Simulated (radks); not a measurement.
Values are calculated unless marked as measured or tabulated.
Q: Radial electron density D(r) = 4 pi r^2 rho(r) of an atom or ion with 2 electrons. Code: a radial shooting solver on a logarithmic mesh with Libxc functionals. Model: Dirac Kohn-Sham, AM05, spin-unpolarised, spherical densities, point nucleus.

```
   r/bohr * D(r) (the largest magnitude, 2.24, reaches the edge; | marks zero)
  0.02504 | *
  0.02779 | *
  0.03083 |  *
  0.03394 |  *
  0.03766 |   *
  0.04179 |    *
    0.046 |     *
  0.05104 |      *
  0.05618 |       *
  0.06234 |        *
  0.06917 |          *
  0.07614 |            *
  0.08449 |              *
  0.09375 |                 *
   0.1032 |                   *
   0.1145 |                      *
    0.126 |                         *
   0.1399 |                             *
   0.1552 |                                *
   0.1708 |                                    *
   0.1895 |                                        *
   0.2086 |                                           *
   0.2315 |                                               *
   0.2569 |                                                  *
   0.2828 |                                                    *
   0.3138 |                                                     *
   0.3482 |                                                      *
   0.3832 |                                                      *
   0.4252 |                                                    *
   0.4681 |                                                 *
   0.5194 |                                             *
   0.5763 |                                         *
   0.6344 |                                    *
   0.7039 |                              *
    0.781 |                        *
   0.8597 |                   *
    0.954 |              *
     1.05 |          *
    1.165 |       *
    1.293 |     *
    1.423 |    *
    1.579 |   *
    1.738 |   *
    1.929 |   *
     2.14 |    *
    2.356 |    *
    2.614 |    *
      2.9 |   *
    3.193 |   *
    3.543 |  *
      3.9 | *
    4.327 |*
    4.801 |*
    5.285 |*
    5.864 *
    6.507 *
    7.163 *
    7.948 *
    8.748 *
```

What is the nuclear charge?

A: Z = 3. The innermost maximum, from 1s, lies near gamma/Z bohr with gamma = sqrt(1 - (Z/c)^2) = 1.000, here 0.333 bohr (found: 0.351), and its height grows with Z. The density is that of the lithium ion Li+ in 1s1.5 2s0.5; the configuration itself is not fixed sharply by these data. D(r) has 2 maxima, at r = 0.351, 2.36 bohr, and minima at 1.68 bohr, inside which lie 1.55 electrons.
